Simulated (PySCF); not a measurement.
**SiI at MN15**

Level: MN15. PySCF, scalar-relativistic core potentials, basis sets Si def2-TZVPPD, I def2-TZVPPD with ECP28.

| Item | Value |
| --- | --- |
| state | ²Π (doublet), unpaired electrons π ↑ |
| bond length | 243.0 pm |
| harmonic wavenumber | 360 cm⁻¹ |
| force constant | 1.75 mdyn/Å |
| rotational constant Be | 0.1245 cm⁻¹ |
| anharmonicity ωexe | 1.19 cm⁻¹ |
| vibration–rotation constant αe | 0.000589 cm⁻¹ |
| well depth De to Si + I | 306 kJ/mol |
| dissociation energy D0 | 304 kJ/mol |
| bond order (Mayer) | 1.60 |
| dipole moment (positive dipole means Si(−)I(+)) | -0.51 D |

These are scalar-relativistic numbers at best; spin–orbit coupling would shift them, the dissociation energy most. The state was picked by a PBE0 search and need not be the measured ground state.
